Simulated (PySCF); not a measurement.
Several molecules and their computed UV-vis stick spectra, shuffled. Computed with TDDFT wB97X-D/def2-SVPD, vertical, gas phase, core orbitals frozen in the response (PySCF 2.14.0, density-fitted response routines). Geometries: GFN2-xTB; one conformer of each isolated species. Triplets are in the Tamm–Dancoff approximation.

A. `C(#N)C1(F)C=C1`
B. `N#CC1=C[C@H]1F`
C. `CNN[SiH3]`
D. `C#CC[P@@H](=S)C#CC`
E. `COCCO[SiH2]C#N`

Lowest singlet levels (six at most, fewer where fewer were computed) with oscillator strengths:

1. 6.13 eV (f 0.008); 7.07 eV (f 0.001); 7.29 eV (f 0.052); 7.75 eV (f 0.021); 8.02 eV (f 0.002); 8.19 eV (f 0.056); T1 4.98 eV
2. 7.02 eV (f 0.002); 7.28 eV (f 0.004); 7.56 eV (f 0.004); 7.60 eV (f 0.007); 7.77 eV (f 0.000); 7.88 eV (f 0.007); T1 6.08 eV
3. 5.77 eV (f 0.007); 6.59 eV (f 0.017); 6.93 eV (f 0.003); 7.06 eV (f 0.050); 7.32 eV (f 0.003); 7.49 eV (f 0.008); T1 5.58 eV
4. 5.34 eV (f 0.011); 5.35 eV (f 0.019); 5.36 eV (f 0.024); 5.67 eV (f 0.040); 6.04 eV (f 0.002); 6.23 eV (f 0.010); T1 4.71 eV
5. 5.18 eV (f 0.004); 6.02 eV (f 0.129); 6.36 eV (f 0.036); 7.17 eV (f 0.009); 7.59 eV (f 0.001); 7.82 eV (f 0.012); T1 3.89 eV

Problem. Match each spectrum to its molecule.

Solution. 1 = A, 2 = E, 3 = C, 4 = D, 5 = B.
- A: S1 at 6.13 eV, HOMO→LUMO (93%); Löwdin shares by element: HOMO carbon 34% or more, nitrogen 23%, fluorine 13% (atoms not listed hold the other 30%); LUMO carbon 74% or more, hydrogen 13%; HOMO -10.74 and LUMO 0.57 eV; point group Cs.
- B: S1 at 5.18 eV, HOMO-1→LUMO (71%), HOMO→LUMO (26%); Löwdin shares by element: HOMO carbon 58% or more, nitrogen 20% (atoms not listed hold the other 22%); LUMO carbon 71% or more, nitrogen 19%; HOMO -10.81 and LUMO -0.57 eV.
- C: S1 at 5.77 eV, HOMO→LUMO (90%); Löwdin shares by element: HOMO nitrogen 72%, carbon 8%, silicon 7%; LUMO silicon 35%, hydrogen 16% or more, carbon 12% (atoms not listed hold the other 37%); HOMO -8.27 and LUMO 1.96 eV.
- D: S1 at 5.34 eV, HOMO-1→LUMO (61%), HOMO→LUMO+1 (17%), HOMO-1→LUMO+1 (12%); Löwdin shares by element: HOMO sulfur 71%, phosphorus 13% (atoms not listed hold the other 16%); LUMO carbon 39% or more, sulfur 20%, phosphorus 15% (atoms not listed hold the other 26%); HOMO -8.47 and LUMO 1.21 eV.
- E: S1 at 7.02 eV, HOMO-3→LUMO (46%), HOMO-1→LUMO (18%), HOMO→LUMO (15%); Löwdin shares by element: HOMO oxygen 56%, carbon 16% or more (atoms not listed hold the other 29%); LUMO silicon 27%, carbon 24% or more, nitrogen 22%, oxygen 7% or more (atoms not listed hold the other 21%); HOMO -10.20 and LUMO 1.32 eV.
